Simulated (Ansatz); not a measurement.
Basis-set extrapolation for `C/N=C(\C)BO` (PBE0-D4/def2-TZVP geometry, frozen core, Ansatz). Multiplicity 1, RHF reference.

```csv
,def2-TZVPP,def2-QZVPP
HF,-272.393506,-272.406271
MP2 correlation,-1.048051,-1.119912
CCSD(T) correlation,-1.136381,not run
```

Energies in hartree. Use E(X) = E(∞) + A·exp(−7.88·√X) for Hartree–Fock and E(X) = E(∞) + B·X^(−2.97) for correlation, with X = 3 and 4, and add CCSD(T) minus MP2 of the smaller set to the MP2 limit.

What is the CCSD(T) energy at the basis-set limit?

HF limit: -272.406271 + (-0.012765) × 0.13774 = -272.40803. MP2 limit: -1.119912 + (-0.071861) × 0.74074 = -1.17314. Higher-order term: -1.136381 − (-1.048051) = -0.08833. Total: -273.66950 hartree, 366.6 kJ/mol below CCSD(T)/def2-TZVPP.
